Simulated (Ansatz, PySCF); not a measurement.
C2H7NSi3, SMILES C#C[SiH]1[SiH2]N[SiH2]1. Atoms are numbered in the order given.

```xyz
13

C      3.1169    -0.8978     0.9316
C      2.1724    -0.5430     0.2490
Si     0.7216    -0.0117    -0.7309
Si    -1.2922    -1.1689    -0.2919
N     -1.9061     0.3395     0.3806
Si    -0.6746     1.5968     0.2941
H      3.9522    -1.2109     1.5310
H      1.1075     0.2032    -2.1530
H     -1.2183    -2.2916     0.6924
H     -2.0752    -1.6629    -1.4674
H     -2.8356     0.4635     0.7753
H     -1.0831     2.7798    -0.5259
H     -0.2344     2.1137     1.6260
```
Charge 0, spin multiplicity 1.

The structure is a stationary point at B3LYP-D3(BJ)/def2-SVP. The structure was generated by enumeration, and PubChem lists no compound with its InChIKey, so it may never have been made.

Two levels are set side by side: PBE-D3(BJ)/def2-SVP (Ansatz, a quantum-chemistry and plane-wave program) and B3LYP-D3(BJ)/def2-SVP (Ansatz). Each level has its own optimised geometry; the coordinates shown are those of the second. Frequencies come from the Hessian of PySCF at each geometry. Differences are taken from unrounded values.

| quantity | B3LYP-D3(BJ) |
|---|---|
| mean bond length (Å) | 1.605 |
| bond C1–C2 (Å) | 1.218 |
| bond C2–Si3 (Å) | 1.830 |
| bond Si3–Si4 (Å) | 2.364 |
| bond Si3–Si6 (Å) | 2.364 |
| bond Si4–N5 (Å) | 1.762 |
| bond N5–Si6 (Å) | 1.762 |
| bond C1–H7 (Å) | 1.075 |
| bond Si3–H8 (Å) | 1.489 |
| bond Si4–H9 (Å) | 1.495 |
| bond Si4–H10 (Å) | 1.496 |
| bond N5–H11 (Å) | 1.017 |
| bond Si6–H12 (Å) | 1.496 |
| bond Si6–H13 (Å) | 1.495 |
| highest harmonic wavenumber (cm⁻¹) | 3579 |
| mean harmonic wavenumber (cm⁻¹) | 1056 |
| zero-point energy (kcal/mol) | 49.82 |

**Question.** What does PBE-D3(BJ) give, and how far is it from B3LYP-D3(BJ)? (Estimate from the structure and the level; the computed values follow.)

**Answer.** 
```json
[
 {"quantity": "mean bond length (Å)", "PBE-D3(BJ)": "1.614", "PBE-D3(BJ) minus B3LYP-D3(BJ)": "0.009"},
 {"quantity": "bond C1–C2 (Å)", "PBE-D3(BJ)": "1.230", "PBE-D3(BJ) minus B3LYP-D3(BJ)": "0.012"},
 {"quantity": "bond C2–Si3 (Å)", "PBE-D3(BJ)": "1.830", "PBE-D3(BJ) minus B3LYP-D3(BJ)": "0.000"},
 {"quantity": "bond Si3–Si4 (Å)", "PBE-D3(BJ)": "2.367", "PBE-D3(BJ) minus B3LYP-D3(BJ)": "0.003"},
 {"quantity": "bond Si3–Si6 (Å)", "PBE-D3(BJ)": "2.367", "PBE-D3(BJ) minus B3LYP-D3(BJ)": "0.003"},
 {"quantity": "bond Si4–N5 (Å)", "PBE-D3(BJ)": "1.770", "PBE-D3(BJ) minus B3LYP-D3(BJ)": "0.008"},
 {"quantity": "bond N5–Si6 (Å)", "PBE-D3(BJ)": "1.770", "PBE-D3(BJ) minus B3LYP-D3(BJ)": "0.008"},
 {"quantity": "bond C1–H7 (Å)", "PBE-D3(BJ)": "1.082", "PBE-D3(BJ) minus B3LYP-D3(BJ)": "0.008"},
 {"quantity": "bond Si3–H8 (Å)", "PBE-D3(BJ)": "1.503", "PBE-D3(BJ) minus B3LYP-D3(BJ)": "0.014"},
 {"quantity": "bond Si4–H9 (Å)", "PBE-D3(BJ)": "1.509", "PBE-D3(BJ) minus B3LYP-D3(BJ)": "0.014"},
 {"quantity": "bond Si4–H10 (Å)", "PBE-D3(BJ)": "1.511", "PBE-D3(BJ) minus B3LYP-D3(BJ)": "0.014"},
 {"quantity": "bond N5–H11 (Å)", "PBE-D3(BJ)": "1.025", "PBE-D3(BJ) minus B3LYP-D3(BJ)": "0.007"},
 {"quantity": "bond Si6–H12 (Å)", "PBE-D3(BJ)": "1.511", "PBE-D3(BJ) minus B3LYP-D3(BJ)": "0.014"},
 {"quantity": "bond Si6–H13 (Å)", "PBE-D3(BJ)": "1.509", "PBE-D3(BJ) minus B3LYP-D3(BJ)": "0.014"},
 {"quantity": "highest harmonic wavenumber (cm⁻¹)", "PBE-D3(BJ)": "3505", "PBE-D3(BJ) minus B3LYP-D3(BJ)": "-74"},
 {"quantity": "mean harmonic wavenumber (cm⁻¹)", "PBE-D3(BJ)": "1021", "PBE-D3(BJ) minus B3LYP-D3(BJ)": "-35"},
 {"quantity": "zero-point energy (kcal/mol)", "PBE-D3(BJ)": "48.19", "PBE-D3(BJ) minus B3LYP-D3(BJ)": "-1.64"}
]
```

Exact exchange shortens and stiffens bonds; PBE has none. Differences between two approximate levels are no errors against the true value.
